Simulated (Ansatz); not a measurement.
Molecular dynamics of ClF$_{3}$H$_{2}$NTa

Input file:

```yaml
crystal:
  periodic: [false, false, false]
  atoms:
    - { symbol: Ta, position_ang: [0.00915, -0.012606, -7.1e-05] }
    - { symbol: "N", position_ang: [1.979869, 0.124674, 0.066496] }
    - { symbol: H, position_ang: [2.468589, 0.122649, 0.963271] }
    - { symbol: H, position_ang: [2.556092, 0.256728, -0.79205] }
    - { symbol: F, position_ang: [0.166347, -0.134952, 1.883535] }
    - { symbol: F, position_ang: [0.116509, 0.087638, -1.914851] }
    - { symbol: F, position_ang: [-0.932797, 1.596666, 0.101704] }
    - { symbol: Cl, position_ang: [-1.107912, -2.067749, -0.098206] }
basis:
  gaussian: { orbitals: def2-SVP }
hamiltonian:
  xc: pbe
md:
  timestep: 0.5
  n_steps: 166
  ensemble: nve
  temperature: 300.0
  initial_velocities: maxwell_boltzmann
  seed: 32503
  masses: [{ species: H, mass: 10.0 }]
```

Run as:

```bash
$ ansatz run input.yaml --threads 4 --pin off --max-ram 5120MiB --backend cpu --events-out ev --progress --plain --runs-dir out
```

It goes on from the last frame of an earlier run, with new velocities.

Output, in part (one step line in 6, the closing report, with atoms numbered from 0):

```
md step     0: t =     0.00 fs  T =   300.0 K  F+E_penalty+E_count = -23731.16201640 eV  E_kin = 0.232668 eV  conserved = -23730.92934840 eV  (32 SCF iters)
md step     6: t =     3.00 fs  T =   295.6 K  F+E_penalty+E_count = -23731.15855740 eV  E_kin = 0.229217 eV  conserved = -23730.92934053 eV  (33 SCF iters)
md step    12: t =     6.00 fs  T =   255.4 K  F+E_penalty+E_count = -23731.12729879 eV  E_kin = 0.198104 eV  conserved = -23730.92919482 eV  (33 SCF iters)
md step    18: t =     9.00 fs  T =   259.7 K  F+E_penalty+E_count = -23731.13066928 eV  E_kin = 0.201398 eV  conserved = -23730.92927135 eV  (33 SCF iters)
md step    24: t =    12.00 fs  T =   266.6 K  F+E_penalty+E_count = -23731.13616382 eV  E_kin = 0.206784 eV  conserved = -23730.92937932 eV  (33 SCF iters)
md step    30: t =    15.00 fs  T =   214.6 K  F+E_penalty+E_count = -23731.09572457 eV  E_kin = 0.166456 eV  conserved = -23730.92926834 eV  (32 SCF iters)
md step    36: t =    18.00 fs  T =   169.8 K  F+E_penalty+E_count = -23731.06086711 eV  E_kin = 0.131683 eV  conserved = -23730.92918411 eV  (32 SCF iters)
md step    42: t =    21.00 fs  T =   179.7 K  F+E_penalty+E_count = -23731.06867276 eV  E_kin = 0.139345 eV  conserved = -23730.92932773 eV  (32 SCF iters)
md step    48: t =    24.00 fs  T =   162.7 K  F+E_penalty+E_count = -23731.05557866 eV  E_kin = 0.126220 eV  conserved = -23730.92935832 eV  (33 SCF iters)
md step    54: t =    27.00 fs  T =   102.9 K  F+E_penalty+E_count = -23731.00897179 eV  E_kin = 0.079782 eV  conserved = -23730.92919006 eV  (33 SCF iters)
md step    60: t =    30.00 fs  T =    94.7 K  F+E_penalty+E_count = -23731.00265835 eV  E_kin = 0.073435 eV  conserved = -23730.92922348 eV  (34 SCF iters)
md step    66: t =    33.00 fs  T =   121.7 K  F+E_penalty+E_count = -23731.02376727 eV  E_kin = 0.094413 eV  conserved = -23730.92935393 eV  (34 SCF iters)
md step    72: t =    36.00 fs  T =   106.2 K  F+E_penalty+E_count = -23731.01162575 eV  E_kin = 0.082334 eV  conserved = -23730.92929125 eV  (32 SCF iters)
md step    78: t =    39.00 fs  T =    83.3 K  F+E_penalty+E_count = -23730.99379534 eV  E_kin = 0.064615 eV  conserved = -23730.92918034 eV  (33 SCF iters)
md step    84: t =    42.00 fs  T =   117.7 K  F+E_penalty+E_count = -23731.02057002 eV  E_kin = 0.091302 eV  conserved = -23730.92926811 eV  (34 SCF iters)
md step    90: t =    45.00 fs  T =   157.3 K  F+E_penalty+E_count = -23731.05134950 eV  E_kin = 0.121976 eV  conserved = -23730.92937382 eV  (33 SCF iters)
md step    96: t =    48.00 fs  T =   142.3 K  F+E_penalty+E_count = -23731.03958697 eV  E_kin = 0.110334 eV  conserved = -23730.92925298 eV  (34 SCF iters)
md step   102: t =    51.00 fs  T =   142.5 K  F+E_penalty+E_count = -23731.03970965 eV  E_kin = 0.110519 eV  conserved = -23730.92919054 eV  (33 SCF iters)
md step   108: t =    54.00 fs  T =   193.1 K  F+E_penalty+E_count = -23731.07907188 eV  E_kin = 0.149736 eV  conserved = -23730.92933608 eV  (33 SCF iters)
md step   114: t =    57.00 fs  T =   211.2 K  F+E_penalty+E_count = -23731.09315427 eV  E_kin = 0.163810 eV  conserved = -23730.92934418 eV  (33 SCF iters)
md step   120: t =    60.00 fs  T =   187.9 K  F+E_penalty+E_count = -23731.07494901 eV  E_kin = 0.145730 eV  conserved = -23730.92921880 eV  (32 SCF iters)
md step   126: t =    63.00 fs  T =   196.8 K  F+E_penalty+E_count = -23731.08183784 eV  E_kin = 0.152614 eV  conserved = -23730.92922422 eV  (32 SCF iters)
md step   132: t =    66.00 fs  T =   233.6 K  F+E_penalty+E_count = -23731.11055610 eV  E_kin = 0.181198 eV  conserved = -23730.92935812 eV  (32 SCF iters)
md step   138: t =    69.00 fs  T =   220.4 K  F+E_penalty+E_count = -23731.10025194 eV  E_kin = 0.170922 eV  conserved = -23730.92932951 eV  (33 SCF iters)
md step   144: t =    72.00 fs  T =   177.9 K  F+E_penalty+E_count = -23731.06713713 eV  E_kin = 0.137957 eV  conserved = -23730.92918003 eV  (33 SCF iters)
md step   150: t =    75.00 fs  T =   188.0 K  F+E_penalty+E_count = -23731.07510951 eV  E_kin = 0.145826 eV  conserved = -23730.92928313 eV  (33 SCF iters)
md step   156: t =    78.00 fs  T =   196.4 K  F+E_penalty+E_count = -23731.08170025 eV  E_kin = 0.152340 eV  conserved = -23730.92936024 eV  (33 SCF iters)
md step   162: t =    81.00 fs  T =   156.4 K  F+E_penalty+E_count = -23731.05056634 eV  E_kin = 0.121332 eV  conserved = -23730.92923469 eV  (32 SCF iters)
md step   166: t =    83.00 fs  T =   138.3 K  F+E_penalty+E_count = -23731.03641894 eV  E_kin = 0.107239 eV  conserved = -23730.92917967 eV  (32 SCF iters)
Total energy: -23731.03648408 eV, -872.0995053156 hartree
Atom 0 at    -0.004697     0.013665    -0.017564 Å, force    -0.307263     0.168442     1.336558 eV/Å
Atom 1 at     1.940951     0.078686     0.160542 Å, force     0.336000    -0.150909    -2.454442 eV/Å
Atom 2 at     2.526307    -0.088548     0.971762 Å, force     0.166602    -0.003192     0.384722 eV/Å
Atom 3 at     2.477604     0.025417    -0.755055 Å, force    -0.369393     0.135181     1.221053 eV/Å
Atom 4 at     0.073995    -0.098903     1.878630 Å, force    -0.286311     0.026125     0.124761 eV/Å
Atom 5 at    -0.035213     0.099782    -1.900509 Å, force     0.312060     0.150467    -0.454556 eV/Å
Atom 6 at    -0.871371     1.706995     0.146002 Å, force     0.146938    -0.508494    -0.146155 eV/Å
Atom 7 at    -0.918109    -2.143804    -0.087703 Å, force     0.001368     0.182380    -0.011941 eV/Å
Dipole moment:     0.638356    -0.030344    -0.076157 e Å
```

All steps were run. The conserved energy stayed within 0.023 meV per atom of its start (net change 0.021 meV per atom), so the integration is sound. A run of 0.083 ps of so small a system gives no equilibrium averages.

The same pairs are bonded in the first frame and the last. Pairs count as bonded within 1.25 times the sum of covalent radii (0.12 Å more for H–H).

Last frame:

```xyz
8
Properties=species:S:1:pos:R:3
Ta -0.005 0.014 -0.018
N 1.941 0.079 0.161
H 2.526 -0.088 0.972
H 2.478 0.025 -0.755
F 0.074 -0.099 1.879
F -0.035 0.100 -1.901
F -0.871 1.707 0.146
Cl -0.918 -2.144 -0.088
```

Time of the run: 3.6 min on 4 threads of Arm Neoverse V2 (shared host), peak memory 0.17 GiB.
